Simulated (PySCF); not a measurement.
# SMILES O=S(C(C)C)(=O)Cl, C₃H₇ClO₂S

Geometry:
| atom | x (Å) | y (Å) | z (Å) |
| --- | --- | --- | --- |
| C1 | -0.294 | 1.463 | 0.137 |
| C2 | -0.319 | 0.073 | -0.443 |
| C3 | -1.105 | -0.954 | 0.329 |
| S4 | 1.405 | -0.512 | -0.468 |
| O5 | 1.477 | -1.871 | -0.899 |
| O6 | 2.261 | 0.445 | -1.094 |
| Cl7 | 1.894 | -0.511 | 1.510 |
| H8 | 0.452 | 2.062 | -0.381 |
| H9 | -1.265 | 1.943 | 0.032 |
| H10 | -0.038 | 1.428 | 1.194 |
| H11 | -0.576 | 0.076 | -1.503 |
| H12 | -0.812 | -0.942 | 1.377 |
| H13 | -0.906 | -1.944 | -0.076 |
| H14 | -2.173 | -0.755 | 0.263 |

Computed, not measured: GIAO BHandHLYP/pcSseg-1 magnetisability, rotational g tensor and spin-rotation constants, non-relativistic, gas phase (PySCF 2.14.0). Geometry: GFN2-xTB.

(1) Give the nuclear spin-rotation constants along the inertial axes (H = +C I·J) beside the isotropic shieldings.

(2) How do the rotational constants and the g tensor change when H8, H9, H10, H11, H12, H13, H14 are replaced by deuterium?

Answers

(1) Rotational constants 2.1843, 1.7104, 1.5817 GHz. A star marks the isotopologue with that one atom substituted, in its own axes.
```csv
atom,isotope,Caa (kHz),Cbb (kHz),Ccc (kHz),mean (kHz),σ (ppm)
Cl7,35Cl,1.202,0.228,0.820,0.750,471.8
H8,1H,-0.187,-0.158,-0.025,-0.123,29.8
H9,1H,0.049,-0.204,-0.177,-0.111,30.5
H10,1H,-0.219,0.018,-0.185,-0.129,30.5
H11,1H,-0.164,0.037,-0.214,-0.114,28.8
H12,1H,-0.215,0.015,-0.184,-0.128,30.5
H13,1H,-0.190,-0.152,-0.027,-0.123,29.8
H14,1H,0.049,-0.204,-0.178,-0.111,30.5
C1,13C*,0.336,0.239,0.198,0.258,169.4
C2,13C*,0.348,0.428,0.396,0.391,116.0
S4,33S*,1.069,0.757,0.591,0.806,114.8
O5,17O*,-0.713,-0.313,-0.505,-0.510,59.0
```
For the geometry as given, no vibrational averaging.

(2) Constants 1.9922, 1.4944, 1.4359 GHz; g -0.0265, -0.0125, -0.0140, against -0.0291, -0.0137, -0.0149 before.
